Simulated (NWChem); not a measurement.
System: CH2NO cation; SMILES O=C=[NH2+]

The following NWChem deck was run.

```
start job
memory heap 200 mb stack 900 mb global 1100 mb
charge 1
geometry units angstroms noautosym nocenter noautoz
  N      0.000000     0.000000     1.120782
  C      0.000000     0.000000    -0.148030
  O      0.000000     0.000000    -1.275212
  H      0.000000     0.885860     1.642452
  H      0.000000    -0.885860     1.642452
end
basis spherical
  * library sadlej_pvtz
end
dft
  xc b3lyp
  iterations 150
end
property
  response 1 0.0
end
task dft property
```

All runs use the structure optimised with PBE0/def2-SVP.

Static field.

### Question
What results follow from this input? (B3LYP/Sadlej pVTZ.) Quantities: isotropic polarisability (bohr³); anisotropy (bohr³).

### Answer
- isotropic polarisability (bohr³) = 18.6
- anisotropy (bohr³) = 15.5
